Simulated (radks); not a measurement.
Results of a calculation; reference values are marked as such.
Species: Pd+. Configuration: [Kr] 4d9. Level of theory: scalar-relativistic Kohn-Sham, PBE, spin-polarised, spherical densities, point nucleus; open shells are filled with parallel spins first (spin-orbit coupling, left out, can overturn this in heavy ions) (a radial shooting solver on a logarithmic mesh with Libxc functionals).

Normalised radial functions P(r) = r R(r), r in bohr:

```
   r/bohr * 4p up, o 4p down, + 4d up (the largest magnitude, 1.12, reaches the edge; | marks zero, & curves that meet)
 0.003204                             &
 0.004171                             &
 0.005475                             &
 0.007187                             +&
 0.009358                             +&
  0.01228                             +&
  0.01612                             + &
  0.02099                             +  &
  0.02756                             +    &
  0.03588                             |+    &
   0.0471                             |+      &
  0.06182                             | +      &
   0.0805                             |  +     &
   0.1057                             |    + &
   0.1387                             |&      +
   0.1806                      &      |         +
    0.237                &            |         +
   0.3111               &             |       +
   0.4051                       &     |  +
   0.5318                       +     |       &
    0.698               +             |                     &
   0.9089         +                   |                          &
    1.193        +                    |                      &
    1.566           +                 |             &
    2.039                +            |     &
    2.676                     +       | &
    3.513                         +   &
    4.574                            +&
```

4p up: eigenvalue -62.797 eV, 2 radial nodes at r = 0.143, 0.457 bohr, <r> = 1.04 bohr, 90 % of the charge inside 1.54 bohr. 4p down: eigenvalue -62.098 eV, 2 radial nodes at r = 0.143, 0.457 bohr, <r> = 1.04 bohr, 90 % of the charge inside 1.54 bohr. 4d up: eigenvalue -14.931 eV, 1 radial node at r = 0.447 bohr, <r> = 1.46 bohr, 90 % of the charge inside 2.35 bohr.
